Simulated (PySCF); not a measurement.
PySCF input file for tin monoxide (OSn), SMILES [O]=[Sn] (connectivity only; charge and spin as stated), neutral, multiplicity 1, TDA-B3LYP/def2-TZVPD. Coordinates come from a PBE0-D3(BJ)/def2-TZVP optimisation. The def2 effective core potentials stand for the cores of Sn; spin–orbit coupling is left out.

```python
import numpy as np
from pyscf import gto, scf, dft, tdscf

mol = gto.M(
    atom='''
    Sn    0.00000000    0.00000000   -0.25072927
    O     0.00000000    0.00000000    1.56705792
    ''',
    basis='def2-TZVPD',
    ecp={'Sn': 'def2-tzvp'},
    charge=0,
    spin=0,
    symmetry=True,
    symmetry_subgroup='C2v',
    max_memory=1600,
    verbose=4,
)
mf = dft.RKS(mol, xc='b3lyp').density_fit(auxbasis='def2-universal-jkfit')
mf.grids.level = 3
mf.conv_tol = 1e-9
mf.max_cycle = 100
mf.kernel()
mf.grids = dft.Grids(mol).set(level=1).build(with_non0tab=True)  # coarser grid for the response kernel
td = tdscf.TDA(mf)
td.singlet = True
td.nstates = 10
td.conv_tol = 1e-4
td.kernel(x0=td.get_init_guess(mf, 15))
td.analyze()
tt = tdscf.TDA(mf)
tt.singlet = False
tt.nstates = 4
tt.conv_tol = 1e-4
tt.kernel(x0=tt.get_init_guess(mf, 9))
tt.analyze(verbose=3)
```

Program output:

```
PySCF version 2.14.0

[INPUT] verbose = 4
[INPUT] num. atoms = 2
[INPUT] num. electrons = 30
[INPUT] charge = 0
[INPUT] spin (= nelec alpha-beta = 2S) = 0
[INPUT] symmetry True subgroup C2v
[INPUT] Mole.unit = angstrom
[INPUT] Symbol           X                Y                Z      unit          X                Y                Z       unit  Magmom
[INPUT]  1 Sn     0.000000000000   0.000000000000  -0.250729270000 AA    0.000000000000   0.000000000000  -0.473809651712 Bohr   0.0
[INPUT]  2 O      0.000000000000   0.000000000000   1.567057920000 AA    0.000000000000   0.000000000000   2.961310290131 Bohr   0.0

nuclear repulsion = 51.2354744462249
point group symmetry = Coov, use subgroup C2v
symmetry origin: [ 0.00000000e+00  0.00000000e+00 -4.56140786e-09]
symmetry axis x: [1. 0. 0.]
symmetry axis y: [0. 1. 0.]
symmetry axis z: [0. 0. 1.]
num. orbitals of irrep A1 = 42
num. orbitals of irrep A2 = 10
num. orbitals of irrep B1 = 22
num. orbitals of irrep B2 = 22
number of shells = 32
number of NR pGTOs = 152
number of NR cGTOs = 96
basis = def2-TZVPD
ecp = {'Sn': 'def2-tzvp'}


[settings echo left out]
init E= -252.784610999416
HOMO (B2) = -0.788798607607013  LUMO (B1) = -0.602430285340413  gap/eV = 5.07134
cycle= 1 E= -288.81448160332  delta_E=  -36  |g|= 2.26  |ddm|=   31
HOMO (A1) = -0.0804206960910854  LUMO (B1) = 0.0137453041116911  gap/eV = 2.56239
cycle= 2 E= -287.943532183042  delta_E= 0.871  |g|= 3.22  |ddm|= 7.15
HOMO (A1) = -0.316446124067884  LUMO (B1) = -0.092041754725027  gap/eV = 6.10635
cycle= 3 E= -289.121677247896  delta_E= -1.18  |g|= 1.57  |ddm|= 2.66
HOMO (A1) = -0.277875514177822  LUMO (B2) = -0.0955356536525427  gap/eV = 4.96172
cycle= 4 E= -289.627571217379  delta_E= -0.506  |g|= 0.0881  |ddm|= 0.931
HOMO (A1) = -0.268412168146032  LUMO (B2) = -0.0946531661204659  gap/eV = 4.72822
cycle= 5 E= -289.623784179862  delta_E= 0.00379  |g|= 0.163  |ddm|= 0.222
HOMO (A1) = -0.272698382888347  LUMO (B1) = -0.0934334647910888  gap/eV = 4.87805
cycle= 6 E= -289.629328995911  delta_E= -0.00554  |g|= 0.0478  |ddm|= 0.0798
HOMO (A1) = -0.277200397807732  LUMO (B1) = -0.095165749623932  gap/eV = 4.95342
cycle= 7 E= -289.62983681427  delta_E= -0.000508  |g|= 0.00421  |ddm|= 0.0296
HOMO (A1) = -0.276798201995902  LUMO (B2) = -0.0950085872662121  gap/eV = 4.94675
cycle= 8 E= -289.629839144951  delta_E= -2.33e-06  |g|= 0.00137  |ddm|= 0.00377
HOMO (A1) = -0.276768529184309  LUMO (B1) = -0.0949151580208372  gap/eV = 4.94848
cycle= 9 E= -289.62983957727  delta_E= -4.32e-07  |g|= 0.000238  |ddm|= 0.00132
HOMO (A1) = -0.276758109698658  LUMO (B1) = -0.0949155857613064  gap/eV = 4.94819
cycle= 10 E= -289.629839588567  delta_E= -1.13e-08  |g|= 8.46e-05  |ddm|= 0.000133
HOMO (A1) = -0.276753351267327  LUMO (B2) = -0.0949152608356294  gap/eV = 4.94807
cycle= 11 E= -289.62983959014  delta_E= -1.57e-09  |g|= 9.25e-06  |ddm|= 5.48e-05
HOMO (A1) = -0.276752977445557  LUMO (B1) = -0.0949154725958592  gap/eV = 4.94805
cycle= 12 E= -289.62983959016  delta_E= -1.96e-11  |g|= 2.66e-07  |ddm|= 7.86e-06
HOMO (A1) = -0.276753036756677  LUMO (B2) = -0.0949154758455295  gap/eV = 4.94805
Extra cycle  E= -289.62983959016  delta_E= -3.41e-13  |g|= 1.16e-06  |ddm|= 8.28e-07
converged SCF energy = -289.62983959016
tot grids = 13208


******** <class 'pyscf.tdscf.rks.TDA'> for <class 'pyscf.df.df_jk.DFSymAdaptedRKS'> ********
nstates = 10 singlet
deg_eia_thresh = 1.000e-03
wfnsym = None
conv_tol = 0.0001
eigh lindep = 1e-12
eigh level_shift = 0
eigh max_cycle = 100


Excitation energies (eV)
[3.64763542 3.88316265 3.88316265 3.90775183 3.90779006 5.68746312
 6.50439224 6.50439224 7.05033952 7.19177842]

** Singlet excitation energies and oscillator strengths **
Excited State   1:   A2      3.64764 eV    339.90 nm  f=0.0000
      13 -> 17        0.49871
      14 -> 16       -0.49871
Excited State   2:   B1      3.88316 eV    319.29 nm  f=0.0391
      15 -> 16       -0.69967
Excited State   3:   B2      3.88316 eV    319.29 nm  f=0.0391
      15 -> 17       -0.69967
Excited State   4:   A2      3.90775 eV    317.28 nm  f=0.0000
      13 -> 17        0.49934
      14 -> 16        0.49934
Excited State   5:   A1      3.90779 eV    317.27 nm  f=0.0000
      13 -> 16        0.49934
      14 -> 17       -0.49934
Excited State   6:   A1      5.68746 eV    218.00 nm  f=0.0000
      13 -> 16        0.34276
      14 -> 17        0.34276
      15 -> 18        0.48455
Excited State   7:   B1      6.50439 eV    190.62 nm  f=0.0384
      13 -> 18       -0.70070
Excited State   8:   B2      6.50439 eV    190.62 nm  f=0.0384
      14 -> 18       -0.70070
Excited State   9:   A1      7.05034 eV    175.86 nm  f=0.0030
      15 -> 18        0.21800
      15 -> 19        0.66238
Excited State  10:   B1      7.19178 eV    172.40 nm  f=0.0564
      13 -> 19        0.70599

** Transition electric dipole moments (AU) **
state          X           Y           Z        Dip. S.      Osc.
  1        -0.0000     -0.0000     -0.0000      0.0000      0.0000
  2        -0.6408      0.0000     -0.0000      0.4106      0.0391
  3         0.0000     -0.6408     -0.0000      0.4106      0.0391
  4        -0.0000      0.0000     -0.0000      0.0000      0.0000
  5        -0.0000     -0.0000      0.0000      0.0000      0.0000
  6         0.0000      0.0000     -0.0165      0.0003      0.0000
  7        -0.4907      0.0000      0.0000      0.2408      0.0384
  8         0.0000     -0.4907     -0.0000      0.2408      0.0384
  9         0.0000     -0.0000      0.1320      0.0174      0.0030
 10         0.5655     -0.0000     -0.0000      0.3198      0.0564

WARN: ECP detected. Skipping calculation of transition velocity and magnetic dipole moments, which have not yet been implemented.



******** <class 'pyscf.tdscf.rks.TDA'> for <class 'pyscf.df.df_jk.DFSymAdaptedRKS'> ********
nstates = 4 triplet
deg_eia_thresh = 1.000e-03
wfnsym = None
conv_tol = 0.0001
eigh lindep = 1e-12
eigh level_shift = 0
eigh max_cycle = 100


Excitation energies (eV)
[2.91449491 3.11423177 3.11423177 3.2041271 ]

** Triplet excitation energies and oscillator strengths **
Excited State   1:   A1      2.91449 eV    425.41 nm  f=0.0000
Excited State   2:   B1      3.11423 eV    398.12 nm  f=0.0000
Excited State   3:   B2      3.11423 eV    398.12 nm  f=0.0000
Excited State   4:   A2      3.20413 eV    386.95 nm  f=0.0000
```

The run converged.

Cost: roughly 15 core-seconds.
